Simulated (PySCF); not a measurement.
chloro(difluoro)methane (CHClF2), SMILES C(F)(Cl)F. Atoms are numbered in the order given.

```xyz
5

F     -1.0271     0.1532     1.0790
C     -0.4447    -0.3585     0.0000
F     -1.0271     0.1532    -1.0790
Cl     1.2765     0.0499     0.0000
H     -0.5454    -1.4548     0.0000
```

The structure is a stationary point at PBE0-D3(BJ)/def2-SVP.

All values below come from PBE0/pcJ-1 run with PySCF.

Isotropic couplings with Fermi-contact, spin-dipole and both spin-orbit terms, one fixed conformer, no vibrational averaging. Isotopes: 13C, 19F, 1H.

Computed spin–spin coupling constants:
| pair | bonds apart | J (Hz) |
|---|---|---|
| F1–C2 | 1 | -362.9 |
| C2–F3 | 1 | -362.9 |
| C2–H5 | 1 | 224.9 |
| F1–F3 | 2 | 120.6 |
| F1–H5 | 2 | 67.0 |
| F3–H5 | 2 | 67.0 |
